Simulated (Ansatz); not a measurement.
FGaH2Zn can be A, `[F][GaH][ZnH]`, or B, `[F][Zn][GaH2]`.

Isolated molecules relaxed with PBE0-D4/def2-TZVP in Ansatz; ΔE leaves out vibrations. CCSD(T)/CBS adds triple-zeta CCSD(T) − MP2 to the extrapolated MP2 energy (def2 sets, frozen cores). Functionals use def2-TZVPP. B3LYP here is the variant with VWN-RPA as its local correlation; programs differ in this. For Ga, Zn outer-core shells are correlated without core-valence functions, which leaves a few kJ/mol of doubt a bond. Scalar relativity is left out up to krypton.

Which is lower in electronic energy at CCSD(T)/CBS, and by how much? (Estimate.)

Ansatz gave: A, by 0.6 kJ/mol. So small a gap doesn't settle the order.

Give E(B) − E(A) in kJ/mol with B3LYP, PBE0-D4, LDA (SPW92), CCSD/def2-TZVPP, CCSD(T)/def2-SVP, CCSD(T)/def2-TZVPP, HF/def2-TZVPP. (Best estimate.)

Computed: B3LYP 9.3, PBE0-D4 9.0, LDA (SPW92) 8.5, CCSD/def2-TZVPP 10.3, CCSD(T)/def2-SVP 16.9, CCSD(T)/def2-TZVPP 11.4, HF/def2-TZVPP 11.4. None reverses the order clearly.

Does the order hold for the free energy at 298.15 K (harmonic terms from PBE0-D4)? (An estimate is asked.)

Ansatz gave: Yes: G(B) − G(A) = +3.5 kJ/mol.

Largest T1 diagnostic: 0.016.

At CCSD(T), def2-SVP lies +16.3 kJ/mol from the extrapolated value and def2-TZVPP +10.7 kJ/mol. Leaving LDA and LC-ωPBE aside and taking each functional with its dispersion term where it has one, the values, not all of them listed here, spread over 3.0 kJ/mol, from r2SCAN-D4 to B97M-V.
